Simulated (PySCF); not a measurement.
Input file for PySCF: R-B3LYP/6-31G* on NH3 (SMILES N) with ghost functions, monomers drawn apart or pushed together.

```python
from pyscf import gto, scf, dft, mp
from pyscf.data.elements import chemcore

mol = gto.M(
    atom='''
    N    -0.05341501    0.00409944    0.17064993
    H     0.64985827    0.30730519   -0.49366318
    H     0.37040848   -0.71429221    0.74933568
    H    -0.79547741   -0.43773557   -0.36034019
    ghost-C   -0.41592551    1.22914354    3.02398247
    ghost-C    0.25967942   -0.04933422    3.16671328
    ghost-N    0.79298739   -1.06536872    3.24355255
    ghost-H   -1.36106262    1.21886117    3.56739580
    ghost-H    0.20852080    2.03160397    3.41744374
    ghost-H   -0.60364628    1.39549510    1.96129183
    ''',
    basis='6-31g*',
    cart=True,
    charge=0, spin=0, verbose=3, max_memory=1800)
mf = dft.RKS(mol, xc='b3lyp')
mf.conv_tol = 1e-8
mf.max_cycle = 100
mf.kernel()
if not mf.converged:
    mf = mf.newton().run(mf.mo_coeff, mf.mo_occ)
```

The log:

```
converged SCF energy = -56.5497067017561
```

Self-consistency was reached.

Cost: about 2.8 core-seconds (a rough figure).
